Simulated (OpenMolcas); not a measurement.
Cr2+ (d4) on a cation site of an ionic host was computed by CASSCF with the d shell active (OpenMolcas, ANO-RCC-VTZP on the metal). Its lowest spin-free states, and all those of the highest spin:

```
2S+1  Degeneracy  E (cm-1)
   5           2       0.0
   5           3      5290
   3           3     15980
   3           2     19506
   3           3     20566
   3           3     21010
   3           1     22602
   3           1     23768
   3           3     24941
   1           3     25558
   3           3     25913
   1           2     26034
```

Q: Is the site octahedral, tetrahedral or cube-like, axial, or of lower symmetry?

A: The states with 2S+1 = 5 have orbital degeneracies 2, 3. Threefold states need a cubic site. For d4 at this spin an octahedron puts the twofold E below the threefold T2 and a tetrahedron or cube puts the threefold T2 below the twofold E, so the site is octahedral. The first gap at this spin, 5290 cm-1, is |10Dq| in ligand-field theory. The run had Cr2+ with its 6 nearest chloride ions at 2.581 Å, on the Y site of Cs2NaYCl6 (a = 10.7396 Å, distance in the model lattice 2.619 Å). The rest of the host is ab initio model potentials to 7.6 Å, with orthogonalisation functions on the cations behind the ligands, and point charges beyond; the distance is set by hand and nothing relaxes, and no local charge compensation is placed. Ligand basis ANO-RCC-VDZP.

An orbital doublet at a regular site is open to a Jahn-Teller distortion, which this geometry leaves out. Without dynamic correlation the repulsion within the d shell is too large (B by tens of per cent), so at a given field states of lower spin stand too high. Ligand-to-metal charge-transfer states are missing. With no ligand orbital active B as a rule stays too high, so bands that hang on it stand too high and its fall with covalency is understated. With metal d orbitals alone and no dynamic correlation the field as a rule comes out too small, by tens of per cent, by up to half for chloride and softer ligands. No measured value stands beside these numbers; the geometry was set by hand and not optimised.
